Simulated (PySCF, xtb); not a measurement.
fluoro(fluorosilyloxy)silane (F2H4OSi2), SMILES F[SiH2]O[SiH2]F. The values are those of a single conformer.

Harmonic wavenumbers (cm⁻¹) from GFN2-xTB (xtb) at its own minimum, in rising order: 18, 24, 56, 186, 284, 538, 551, 561, 588, 591, 735, 737, 758, 780, 834, 846, 1162, 2362, 2368, 2381, 2386.

Task: What does PBE0-D3(BJ)/def2-SVP run with PySCF give at its own minimum? (The exact figures need the calculation; the answer reports its results.)

Result: 26, 41, 60, 307, 347, 604, 708, 711, 734, 739, 877, 881, 935, 980, 982, 1001, 1134, 2293, 2296, 2305, 2306. Paired by order, the mean absolute difference is 103 cm⁻¹ and the zero-point energies are 26.8 and 29.0 kcal/mol.
